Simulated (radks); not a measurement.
Charge is removed step by step from the 3p3/2 level of Ar2+, starting from [Ne] 3s2 3p(1/2: 2, 3/2: 2). All-electron calculation, Dirac Kohn-Sham, PBE, spin-unpolarised, spherical densities, finite nucleus; Fermi nuclear charge, rms radius 3.4274 fm. Program: a radial shooting solver on a logarithmic mesh with Libxc functionals.

| removed (e) | E - E(0) (eV) | eigenvalue (eV) | E minus straight line (eV) |
|---|---|---|---|
| 0 | 0.000 | -35.329 | 0.000 |
| 0.1 | 3.603 | -36.728 | -0.646 |
| 0.2 | 7.346 | -38.138 | -1.151 |
| 0.3 | 11.231 | -39.560 | -1.515 |
| 0.4 | 15.258 | -40.993 | -1.736 |
| 0.5 | 19.430 | -42.438 | -1.813 |
| 0.6 | 23.746 | -43.894 | -1.744 |
| 0.7 | 28.209 | -45.361 | -1.530 |
| 0.8 | 32.819 | -46.838 | -1.169 |
| 0.9 | 37.577 | -48.327 | -0.659 |
| 1 | 42.484 | -49.826 | 0.000 |

Removing the whole electron costs 42.484 eV by Delta-SCF, against 35.329 eV from minus the eigenvalue at the starting occupation. Slater's transition state (half an electron removed) gives 42.438 eV. Integrating minus the eigenvalue over the occupation (Janak's theorem) gives 42.484 eV. The mean slope of the eigenvalue, de/dn, is 14.5 eV per electron. Ionisation energy of Ar2+ in the NIST Atomic Spectra Database: 40.74 eV (semi-empirical).

Beside tabulated values, note that spin-unpolarised runs miss the spin-polarisation part of the exchange energy of open shells.
